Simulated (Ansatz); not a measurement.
## A geometry optimisation of CH2AlGe with B3LYP-D3(BJ)/def2-SVP

The starting geometry of this gas-phase doublet was optimised with GFN2-xTB; its bonds are those of `[CH2]1[Al][Ge]1`.

```yaml
atoms:
  - { symbol: C, position_ang: [-0.5108, 0.2865, -0.1381] }
  - { symbol: Al, position_ang: [1.1940, -0.3183, -1.0219] }
  - { symbol: Ge, position_ang: [-0.9942, -1.6314, -0.5992] }
  - { symbol: H, position_ang: [-0.1269, 0.2497, 0.9034] }
  - { symbol: H, position_ang: [-1.3245, 1.0219, -0.1416] }
```

Problem. Where would you expect an optimisation with B3LYP-D3(BJ)/def2-SVP to take it?

Solution. A bond breaks, giving a structure given below by its coordinates. Contacts that open: Al2–Ge3 (2.59 → 3.52 Å).

The energy falls by 0.35 eV over 16 steps:

```
step  E − E(last) (eV)
   1             0.354
   3             0.107
   4             0.081
   6             0.055
   8             0.038
   9             0.022
  11             0.014
  13             0.002
  14             0.000
  16             0.000
```

Final geometry (Å):

```xyz
5

C    -0.4493   -0.0320   -0.1110
Al    1.3174    0.3253   -1.0169
Ge   -1.5273   -1.6537   -0.3878
H    -0.1181    0.0792    0.9444
H    -0.9851    0.8897   -0.4262
```

Frequencies at the end are all real (lowest 125 cm⁻¹). Open shells are spin-unrestricted. Run with Ansatz 0.2.0, 110 s on 1 thread of Arm Neoverse V2, with other jobs on the host.
